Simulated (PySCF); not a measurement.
Gas-phase reaction: TiCl₂(OH)₂ + 2 OH = Ti(OH)₄ + Cl₂

Energies from PySCF, thermal terms from the rigid-rotor harmonic-oscillator model, ideal gas at 1 bar. † marks an energy on the PBE0/def2-TZVP geometry and frequencies; other levels use their own. MP2 freezes the core. 6-31G* has spherical d functions here. Open shells (unrestricted): OH (multiplicity 2, electronic degeneracy 4); the rest are closed-shell singlets. Spin-orbit splitting is ignored; it lowers the true energy and changes the entropy of OH. B3LYP is the form with VWN-RPA correlation. TiCl₂(OH)₂, Ti(OH)₄: computed as isolated molecules; such fragments, hydroxides, amides, oligomers or adducts are transient or little studied in the gas. MP2 isn't extrapolated to the basis-set limit; its ΔH°(298 K) is -290.0 kJ in def2-SVP and -328.0 kJ in def2-TZVPP. The harmonic model lacks anharmonicity and excited electronic states, which grow with temperature; levels with a mode under 35 cm⁻¹ are left out. Soft modes under 120 cm⁻¹ make the harmonic entropy rough for TiCl₂(OH)₂.

```tsv
level	ΔE electronic, kJ	ΔH°(298 K), kJ	ΔS°(298 K), J/K	ΔG°(1600 K), kJ
B3LYP/6-31G*	-309	-296	-162	-41
BLYP/def2-TZVP†	-335	-322	-160	-71
HF/def2-TZVP†	-103	-90	-160	161
MP2/def2-TZVPP†	-341	-328	-160	-77
PBE/def2-SVP	-352	-338	-162	-84
PBE/def2-TZVP†	-354	-341	-160	-90
ωB97X-V/def2-TZVP†	-325	-312	-160	-61
```
ΔH° is lowest at PBE/def2-TZVP† and highest at HF/def2-TZVP†. No reference value is set beside these.
